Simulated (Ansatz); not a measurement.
The same ligand exchange along the group B, Al, Ga, In.

Isolated molecules relaxed with PBE0-D4/def2-TZVP in Ansatz; ΔE leaves out vibrations. CCSD(T)/CBS adds triple-zeta CCSD(T) − MP2 to the extrapolated MP2 energy (def2 sets, frozen cores). This one scheme is used for every species. DFT in def2-TZVPP. def2 core potentials past Kr. For Ga, In outer-core shells are correlated without core-valence functions, which leaves a few kJ/mol of doubt a bond. Scalar relativity is left out up to krypton. Each species was taken in one conformer, which may not be the lowest.

```tsv
reaction	r2SCAN-D4 (kcal/mol)	CCSD(T)/def2-SVP (kcal/mol)	ωB97X-V (kcal/mol)
`CSB(F)F` + H₂S → `FB(F)S` + CH₃SH	1.4	1.1	1.2
`C[S][Al]([F])[F]` + H₂S → `[F][Al]([F])[SH]` + CH₃SH	-1.5	-1.2	-1.7
`C[S][Ga]([F])[F]` + H₂S → `[F][Ga]([F])[SH]` + CH₃SH	-0.3	-1.0	-0.7
`C[S][In]([F])[F]` + H₂S → `[F][In]([F])[SH]` + CH₃SH	-0.7	-1.2	-1.2
```

Task: Give the CCSD(T)/CBS values in the same order. (Estimate.)

Result: Ansatz gave: 1.4, -1.4, -0.1, -0.5 kcal/mol.

Largest T1 diagnostic: 0.016, for `[F][In]([F])[SH]`.
